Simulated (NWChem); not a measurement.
C$_{3}$H$_{6}$O$_{2}$; SMILES O1COC1C

```xyz
11

C      0.2728     1.7515     0.0000
C     -0.4665     0.4362     0.0000
O     -0.0628    -0.4723    -1.0376
C      0.2477    -1.3999     0.0000
O     -0.0628    -0.4723     1.0376
H      1.3525     1.5772     0.0000
H      0.0012     2.3318     0.8890
H      0.0012     2.3318    -0.8890
H     -1.5589     0.5824     0.0000
H      1.3013    -1.7158     0.0000
H     -0.4164    -2.2786     0.0000
```
Atoms are numbered in this order, from 1.

Results from NWChem. Geometry: optimised at B3LYP/6-31G* (spherical d). B3LYP is NWChem's, with the RPA form of VWN correlation.

### Question
Order these by “highest occupied level (eV)”, lowest first: PW6B95/def2-TZVP; B3LYP/def2-TZVP; CAM-B3LYP/def2-TZVP; PBE/def2-TZVP; TPSSh/def2-TZVP.

### Answer
CAM-B3LYP/def2-TZVP (-8.71), PW6B95/def2-TZVP (-7.41), B3LYP/def2-TZVP (-7.04), TPSSh/def2-TZVP (-6.42), PBE/def2-TZVP (-5.68)
